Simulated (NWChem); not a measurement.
System: MoO$_{2}$Cl$_{2}$; SMILES [Mo](=[O])([Cl])(=[O])[Cl]

```xyz
5

Mo     0.0000     0.0000     0.2604
O      0.0000    -1.3286     1.2549
O      0.0000     1.3286     1.2549
Cl     1.8733     0.0000    -0.9992
Cl    -1.8733     0.0000    -0.9992
```
Atoms are numbered in this order, from 1.

All runs: NWChem. STO-3G and 3-21G are far too small for this property and stand as cheap habits. Geometry: optimised at PBE0/def2-SVP. Not confirmed as a minimum by frequencies. def2 effective core potentials on Mo; no spin-orbit coupling. B3LYP is NWChem's, with the RPA form of VWN correlation. Field at 589 nm.

| level | isotropic polarisability (bohr³) | anisotropy (bohr³) |
|---|---|---|
| B3LYP/STO-3G (all-electron, non-relativistic) | 33.3 | 16.8 |
| B3LYP/def2-SVP (core potentials) | ___ | ___ |
| B3LYP/def2-SVPD (core potentials) | 75.1 | 21.6 |

**Question.** Some entries are withheld; supply them.

**Answer.** 
- B3LYP/def2-SVP (core potentials), isotropic polarisability (bohr³): 59.3
- B3LYP/def2-SVP (core potentials), anisotropy (bohr³): 19.5
